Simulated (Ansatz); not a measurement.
Consider the redistribution: `C[S][K]` + `N[AsH2]` → `[NH2][K]` + `CS[AsH2]`.

Program: Ansatz. Geometries: PBE0-D4/def2-TZVP. ΔE: electronic, gas phase. CBS: MP2 limit from def2 TZ/QZ plus the TZ coupled-cluster correction, frozen cores. DFT in def2-TZVPP. For As, K outer-core shells are correlated without core-valence functions, which leaves a few kJ/mol of doubt a bond. Scalar relativity is left out up to krypton.

| level | ΔE (kJ/mol) |
| --- | --- |
| LDA (SPW92) | 55.6 |
| BHLYP-D4 | 72.4 |

Q: What does CCSD(T)/CBS give? (Best estimate.)

A: Ansatz gave: +61.4 kJ/mol. The listed levels differ from it by -5.8, 11.0 kJ/mol.

Q: What do rigid-rotor, harmonic-oscillator terms from PBE0-D4/def2-TZVP frequencies (298.15 K, 1 bar) make of the CCSD(T)/CBS value? (Estimate.)

A: The calculation gave: ΔZPE = -7.7 kJ/mol, ΔH = +55.3 kJ/mol, ΔS = -15 J/(mol·K), ΔG = +59.8 kJ/mol. Modes under 50 cm⁻¹ make the entropy rough.

Largest T1 diagnostic among the species: 0.011.

At CCSD(T), def2-SVP lies +17.1 kJ/mol from the extrapolated value and def2-TZVPP +7.8 kJ/mol. From BLYP to BHLYP (50 % exact exchange), in def2-TZVPP and without D4, ΔE moves by +16.8 kJ/mol. The D4 term adds −3.5 kJ/mol with B3LYP and −1.8 kJ/mol with PBE0; it sums over pairs of atoms, weighted by their polarisabilities, and B3LYP, whose exchange is more repulsive, gets the larger term.

B3LYP here is the variant with VWN-RPA as its local correlation; programs differ in this.
